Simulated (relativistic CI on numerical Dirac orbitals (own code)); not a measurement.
# How well does a small relativistic CI reproduce Al III?

Calculated at this level of theory: Dirac-Coulomb-Breit CI, separate exchange-only KLI orbitals for each configuration, model QED (radiative potential, 1s self-energy scaled to tabulated hydrogen-like ionisation energies), valence Slater integrals scaled by 0.85, configuration energies shifted to the measured levels that pair with them (semi-empirical) (own radial code, finite nucleus).

CI space (outside the closed core [Ne]): 3s, 3p, 3d, 4s, 4p, 4d, 4f, 5s, 5p, 5d, 5f, 6s, 6p, 6d, 7s, 7p, 8s, 5g. Levels of other configurations are missing.

| Configuration | Term (tabulated) | J | Measured (cm⁻¹) | Computed | Error | Purity (%) |
| --- | --- | --- | --- | --- | --- | --- |
| 3s | 2S | 1/2 | 0.0 | 0 | 0 | 100 |
| 3p | 2P° | 1/2 | 53682.9 | 53689 | 6 | 100 |
| 3p | 2P° | 3/2 | 53916.6 | 53910 | -6 | 100 |
| 3d | 2D | 5/2 | 115956.2 | 115955 | -1 | 100 |
| 3d | 2D | 3/2 | 115958.5 | 115960 | 1 | 100 |
| 4s | 2S | 1/2 | 126164.1 | 126164 | 0 | 100 |
| 4p | 2P° | 1/2 | 143633.4 | 143636 | 3 | 100 |
| 4p | 2P° | 3/2 | 143713.5 | 143711 | -3 | 100 |
| 4d | 2D | 5/2 | 165786.3 | 165785 | -1 | 100 |
| 4d | 2D | 3/2 | 165787.5 | 165789 | 1 | 100 |
| 4f | 2F° | 5/2 | 167612.8 | 167613 | 0 | 100 |
| 4f | 2F° | 7/2 | 167613.4 | 167613 | 0 | 100 |
| 5s | 2S | 1/2 | 170637.4 | 170637 | 0 | 100 |
| 5p | 2P° | 1/2 | 178433.4 | 178435 | 2 | 100 |
| 5p | 2P° | 3/2 | 178470.3 | 178468 | -2 | 100 |
| 5d | 2D | 5/2 | 188877.6 | 188877 | -1 | 100 |
| 5d | 2D | 3/2 | 188878.2 | 188879 | 1 | 100 |
| 5f | 2F° | 5/2 | 189876.1 | 189876 | 0 | 100 |
| 5f | 2F° | 7/2 | 189876.4 | 189876 | 0 | 100 |
| 6s | 2S | 1/2 | 191484.2 | 191484 | 0 | 100 |
| 6p | 2P° | 1/2 | 195621.7 | 195623 | 1 | 100 |
| 6p | 2P° | 3/2 | 195641.7 | 195640 | -1 | 100 |
| 6d | 2D | 5/2 | 201375.2 | 201375 | -1 | 100 |
| 6d | 2D | 3/2 | 201375.6 | 201376 | 1 | 100 |
| 7s | 2S | 1/2 | 202921.6 | 202922 | 0 | 100 |
| 7p | 2P° | 1/2 | 205375.7 | 205377 | 1 | 100 |
| 7p | 2P° | 3/2 | 205387.8 | 205387 | -1 | 100 |
| 8s | 2S | 1/2 | 209869.9 | 209870 | 0 | 100 |

Measured levels from NIST levels in Kelleher and Podobedova, J. Phys. Chem. Ref. Data 37, 709 (2008); pairs were made by configuration, J and term (by order where the table uses no LS term), so strongly mixed levels may be paired wrongly.

Mean error by configuration (cm⁻¹): 3p 0; 3d 0; 4s 0; 4p 0; 4d 0; 4f 0; 5s 0; 5p 0; 5d 0; 5f 0; 6s 0; 6p 0; 6d 0; 7s 0; 7p 0; 8s 0. Over the excited levels the mean absolute error is 1 cm⁻¹ (27 of the 27 excited levels that our extract of the source holds in range could be paired), and the median relative error of those above 1,000 cm⁻¹ is 0.0004 %, both after the shifts were fitted to these levels, so that a configuration with one level shows no error.

Configurations whose levels could be paired with our table of measured levels were shifted onto them, all but the ground configuration, by the median error of their levels; single terms can still be off by 1,000 to 2,000 cm⁻¹ or more, and rates follow the energies as ν³ (E1, M1) or ν⁵ (E2). The others borrow a shift and can be off by several thousand cm⁻¹ or more. The fine structure of a lone outer electron comes out too small, for d and f at times inverted, and misplaced configurations move strength between like terms. 27 of the 27 excited levels that our extract of the measured tables holds in this range could be paired (the sources list more); they are missed by 1 cm⁻¹ on average and 6 at most, after the shifts were fitted to these levels, and levels without a partner can miss by more.

Shifts applied (cm⁻¹): 3s 0; 3p 702; 3d 1505; 4s 1205; 4p 1068; 4d 1031; 4f -512; 5s 1343; 5p 1151; 5d 941; 5f -472; 6s 1129; 6p 971; 6d 772; 7s 863; 7p 741; 8s 621.
